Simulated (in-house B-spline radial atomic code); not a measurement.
Ionising Tl5+ with different functionals

Computed with a radial B-spline atomic code at the basis-set limit: scalar-relativistic (spin-free X2C) Hamiltonian, Fermi nucleus of rms radius 5.4759 fm, spin-polarised at highest spin, spherical fractional occupations for the functionals, the average over the highest-spin determinants for Hartree-Fock. The ionisation energy is the difference of two self-consistent energies, [Xe] 4f14 5d8 → [Xe] 4f14 5d7, without Breit or QED terms; ε is the level of the shell that loses the electron (its least bound occupied spin orbital). There is no spin-orbit coupling in this Hamiltonian.

Hybrids are left out here: with spherical fractional occupations of an open shell their exact exchange keeps a self-interaction that integer-occupation calculations don't have.

```tsv
method	rung	ΔSCF (eV)	-ε(5d) (eV)
Hartree-Fock	Hartree-Fock	80.92	82.04
LDA VWN5	LDA	82.99	74.90
LDA PW92	LDA	82.99	74.89
LDA exchange-only	LDA	80.98	72.95
PBE	GGA	82.56	74.50
PBEsol	GGA	82.61	74.55
BLYP	GGA	82.42	74.35
RPBE	GGA	?	?
PW91	GGA	82.67	74.60
BP86	GGA	82.69	74.62
AM05	GGA	82.67	74.60
OLYP	GGA	82.76	74.70
TPSS	meta-GGA	?	?
SCAN	meta-GGA	82.54	74.57
r2SCAN	meta-GGA	82.60	74.63
revTPSS	meta-GGA	82.49	74.44
```

Problem. What does RPBE give?

Solution. ΔSCF 82.47 eV, and -ε(5d) = 74.42 eV.

Problem. What does TPSS give?

Solution. ΔSCF 82.48 eV, and -ε(5d) = 74.44 eV.

Problem. How do they compare with the NIST value?

Solution. NIST lists 80 eV ± 2 (tabulated theory, ground level to ground level). Errors run from +0.92 to +2.99 eV; all lie within about twice that uncertainty, so the table can't rank the methods. Hartree-Fock also lacks correlation.
